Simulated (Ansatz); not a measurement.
Input file for `Cl[C]1=[CH][SnH2]1`:

```yaml
crystal:
  periodic: [false, false, false]
  atoms:
    - {symbol: Cl, position_ang: [-1.015031, -2.464619, 0.560109]}
    - {symbol: C, position_ang: [-0.298396, -0.942635, 0.238923]}
    - {symbol: C, position_ang: [0.897992, -0.437933, 0.483784]}
    - {symbol: Sn, position_ang: [-0.274123, 1.013864, -0.502901]}
    - {symbol: H, position_ang: [1.809918, -0.789784, 0.952932]}
    - {symbol: H, position_ang: [-0.996779, 2.265734, 0.385468]}
    - {symbol: H, position_ang: [-0.062384, 1.287372, -2.163916]}
basis:
  gaussian: {orbitals: def2-TZVPP}
correlation: {method: ccsd_t}
output: {orbitals: {seedname: orbitals}}
```

```sh
$ ansatz run in.yaml --threads 2 --pin off --events-out ev --progress --plain --max-ram 4352MiB
```

The program prints (abridged):

```
Functional definition: HF
1334 factors; integrals over basis functions are off by at most 1.3e-3 eV
mean field evaluation 1: about -20412.1494 eV, gradient 3.1e1 eV
mean field evaluation 2: about -20412.4004 eV, gradient 3.1e1 eV
mean field evaluation 4: about -20415.2545 eV, gradient 3.9e0 eV
mean field evaluation 8: about -20415.3362 eV, gradient 4.2e-1 eV
mean field evaluation 16: about -20415.3377 eV, gradient 2.0e-6 eV
mean field -20415.33771945 eV, -750.2498231770 hartree, gradient 2.0e-6 eV, S^2 0.000000; 0 other end points of the search recorded, 0 dependent functions left out
11 core orbitals not correlated: weight in the atoms' cores, before any rotation towards them, 1.000 or more for the frozen orbitals, at most 0.000 for the correlated occupied ones
reference -20415.33771945 eV, -750.2498231770 hartree; 16, 16 occupied and 169, 169 virtual orbitals, 1334 factors
second order -22.73865598 eV of doubles, -0.00000000 eV of singles
cycle   1  -22.52612412 eV  change    2.1e-1 eV  update   1.2e-1
cycle   2  -23.19146931 eV  change   -6.7e-1 eV  update   3.8e-2
cycle   3  -23.31864436 eV  change   -1.3e-1 eV  update   2.0e-2
cycle   4  -23.30310589 eV  change    1.6e-2 eV  update   5.5e-3
cycle   5  -23.30318246 eV  change   -7.7e-5 eV  update   2.7e-3
cycle   6  -23.30368490 eV  change   -5.0e-4 eV  update   8.1e-4
cycle   7  -23.30343343 eV  change    2.5e-4 eV  update   3.5e-4
cycle   8  -23.30343625 eV  change   -2.8e-6 eV  update   1.3e-4
cycle   9  -23.30346577 eV  change   -3.0e-5 eV  update   5.3e-5
cycle  10  -23.30344035 eV  change    2.5e-5 eV  update   1.8e-5
perturbative correction -1.07949240 eV, -0.0396706140 hartree
Total energy: -20439.72065220 eV, -751.1458794281 hartree
```

Run time 30 s (2 threads of an Intel Xeon 6975P-C on a shared host); peak host memory 2.7 GiB.

Correlation energy per correlated electron: -0.762 eV. T1 diagnostic: 0.0147.
